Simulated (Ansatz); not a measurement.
`O[SiH](O)N[SiH](F)F` + `CC(C)[SiH2]Cl` → `CC(C)[SiH](F)F` + `O[SiH](O)N[SiH2]Cl`  (redistribution)

Calculated with Ansatz (gas phase, PBE0-D4/def2-TZVP geometries, no zero-point term in ΔE). CCSD(T)/CBS adds triple-zeta CCSD(T) − MP2 to the extrapolated MP2 energy (def2 sets, frozen cores). DFT in def2-TZVPP. B3LYP here is the variant with VWN-RPA as its local correlation; programs differ in this. One conformer a species, not always the lowest.

```json
{"level": "PBE0-D4", "ΔE (eV)": "0.10"}
{"level": "B3LYP", "ΔE (eV)": "0.09"}
```

**Question.** What does CCSD(T)/CBS give? (Best estimate.)

**Answer.** Ansatz gave: +0.11 eV. The listed levels differ from it by -0.01, -0.02 eV.

Largest T1 diagnostic among the species: 0.012.
